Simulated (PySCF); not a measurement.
## Two-component Hartree-Fock for Hg⁴³⁺ (mercury, charge +43)

Start: [Kr] 4d1; 4d3/2 filled at m_j = +3/2. Calculated with PySCF 2.14 in an even-tempered Gaussian basis (16 s from 5.5 bohr⁻², ratio 2.8; 14 p from 7.2 bohr⁻², ratio 2.8; 9 d from 7.2 bohr⁻², ratio 2.8; 3 f from 25 bohr⁻², ratio 3): generalised Hartree-Fock with the X2C-1e Hamiltonian and a Gaussian nucleus; one run each with spin-orbit coupling (SO) switched off, then screened by Boettger's factors.

```
spinor shell  electrons  ε, spin-free (eV)  ε, screened SO (eV)  weight of nominal j (screened SO)  rms radius, screened SO (bohr)
       1s1/2          2           -85643.7             -85609.3                              1.000                          0.0187
       2s1/2          2           -17037.5             -17026.0                              1.000                          0.0755
       2p1/2          2           -14992.8             -16399.3                              1.000                          0.0639
       2p3/2          4           -14992.8             -14442.8                              1.000                          0.0720
       3s1/2          2            -5622.4              -5618.2                              1.000                           0.191
       3p1/2          2            -5017.1              -5341.2                              1.000                           0.182
       3p3/2          4            -5017.1              -4886.6                              1.000                           0.198
       3d3/2          4            -4386.0              -4443.1                              1.000                           0.172
       4s1/2          2            -2554.9              -2553.3                              1.000                           0.400
       4p1/2          2            -2328.6              -2433.8                              1.000                           0.396
       4p3/2          4            -2328.6              -2285.6                              1.000                           0.421
       4d3/2          1            -2098.2              -2115.8                              1.000                           0.402
```

Problem. Where does 3d5/2 lie, and what is the 3d spin-orbit splitting (screened SO)?

Solution. At -4344.1 eV, 99.058 eV above 3d3/2.

```tsv
quantity	spin-free	screened SO
E (hartree)	-18390.16532	-18423.17217
M_J	3/2	3/2
⟨J²⟩	4.273	3.750
⟨L²⟩	6.001	6.116
⟨S²⟩	0.750	0.865
```

Each row is a mean over spinors that exchange with the open shell spreads, by up to 14.290 eV (4p1/2).

Breit and QED terms are absent; they matter most for the inner s and p1/2 levels.

Densities and radii are taken from the X2C orbitals without a picture-change correction, which distorts them close to the nucleus.

Without spin-orbit coupling the j labels of p, d and f shells carry no meaning; the spin-free column gives the mean over the occupied spinors of each nl shell, and its ⟨J²⟩ belongs to a mixture of degenerate components.
